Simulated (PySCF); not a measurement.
Species: CH5O2Si (charge 0, doublet). It need not be the lowest isomer of its formula. 
Geometry from a B3LYP-D3(BJ)/def2-TZVP (Ansatz) optimisation:
```xyz
9

Si     0.3540    -0.1961    -0.0403
C     -1.1129    -0.9283    -0.9527
O     -0.0892    -0.1885     1.5514
O      0.6291     1.3905    -0.4602
H     -0.9274    -0.9688    -2.0267
H     -1.9906    -0.3023    -0.7688
H     -1.3208    -1.9381    -0.5969
H      0.4328     0.3515     2.1517
H      1.2083     1.5568    -1.2084
```
Charge 0, spin multiplicity 2.

Dispersion corrections to the total energy (kcal/mol) from the dftd3 and dftd4 libraries through PySCF: D3(BJ) without and D4 with the three-body term, each with the damping fitted for the functional named.

| functional | D3(BJ) | D4 |
|---|---|---|
| HSE06 | -2.41 | -2.82 |
| HF | ? | -13.50 |
| TPSS | -4.64 | -4.93 |
| B2PLYP | -3.08 | -2.53 |
| B3LYP | -6.55 | ? |
| PBE0 | -3.18 | ? |
| BHLYP | -5.24 | -4.38 |

Question: Some entries are withheld; supply them.

Answer: 
- HF, D3(BJ): -31.81
- B3LYP, D4: -5.90
- PBE0, D4: -3.05
